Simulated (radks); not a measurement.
Effect of the nuclear size on the rhenium ion Re2+, [Xe] 4f14 5d5. Calculated with a radial shooting solver on a logarithmic mesh with Libxc functionals: Dirac Kohn-Sham, BLYP, spin-unpolarised, spherical densities, finite nucleus; open shells are shared between the two j in proportion to 2j + 1; Fermi nuclear charge, rms radius 5.3698 fm. The rms radius is varied about that value; shifts are against it.

| rms radius (fm) | total energy shift (eV) | density at nucleus (e/bohr^3) | 1s1/2 shift (meV) | 2s1/2 shift (meV) | 5s1/2 shift (meV) | 5p1/2 shift (meV) | 5d5/2 shift (meV) | 6s1/2 (empty) shift (meV) | 6p1/2 (empty) shift (meV) |
|---|---|---|---|---|---|---|---|---|---|
| 4.4355 | -20.9 | 1.657e+06 | -8460 | -1200 | -12.0 | -0.063 | 0.128 | -1.60 | -0.058 |
| 4.8436 | -12.1 | 1.605e+06 | -4900 | -697 | -6.96 | -0.036 | 0.074 | -0.928 | -0.033 |
| 5.3698 | 0 | 1.547e+06 | 0.000 | 0.000 | 0.000 | 0.000 | 0.000 | 0.000 | 0.000 |
| 5.7725 | 9.80 | 1.508e+06 | 3960 | 564 | 5.63 | 0.030 | -0.060 | 0.751 | 0.027 |
| 6.433 | 26.8 | 1.45e+06 | 10900 | 1540 | 15.4 | 0.084 | -0.164 | 2.06 | 0.075 |

Slopes of the eigenvalues against <r^2> in GHz/fm^2, as finite differences over the two radii next to the reference (eigenvalue slopes, not the field-shift constants of lines): 1s1/2 217000, 2s1/2 30900, 5s1/2 309, 5p1/2 1.63, 5d5/2 -3.28, 6s1/2 (empty) 41.2, 6p1/2 (empty) 1.49.
